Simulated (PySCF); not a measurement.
Si(F)3(SeH) (F₃HSeSi), SMILES F[Si](F)(F)[SeH].

Coordinates come from a B3LYP-D3(BJ)/def2-SVP optimisation. This is a generated structure with no PubChem entry under its InChIKey; it may be hypothetical. One conformer was computed; it need not be the lowest.

Method: PySCF with TDA-PBE/def2-SVPD.

Vertical excitations. Isolated molecule, no solvent. State labels are in the subgroup Cs.

Computed UV-visible absorptions:
```
state  symmetry  energy (eV)  λ (nm)      f                            main pairs
-----  --------  -----------  ------  -----  ------------------------------------
S1           A"         5.44     228  0.000                        HOMO→LUMO 98 %
S2           A"         5.59     222  0.043                      HOMO→LUMO+1 98 %
S3           A"         6.81     182  0.000                     HOMO→LUMO+2 100 %
S4           A"         7.18     173  0.002                      HOMO→LUMO+4 99 %
S5           A'         7.36     169  0.012    HOMO→LUMO+3 72 %, HOMO−1→LUMO 18 %
S6           A"         7.61     163  0.004                      HOMO→LUMO+5 99 %
S7           A'         7.70     161  0.062  HOMO−1→LUMO+1 56 %, HOMO−1→LUMO 37 %
S8           A'         7.94     156  0.015                      HOMO→LUMO+6 91 %
S9           A"         8.31     149  0.096                      HOMO→LUMO+7 83 %
S10          A"         8.60     144  0.113                      HOMO→LUMO+8 85 %
T1           A"         4.99     249      0                       HOMO→LUMO 100 %
T2           A"         5.17     240      0                      HOMO→LUMO+1 99 %
T3           A"         6.63     187      0                      HOMO→LUMO+2 99 %
T4           A'         6.65     186      0    HOMO→LUMO+3 71 %, HOMO−1→LUMO 22 %
```
Triplets are in the Tamm–Dancoff approximation.
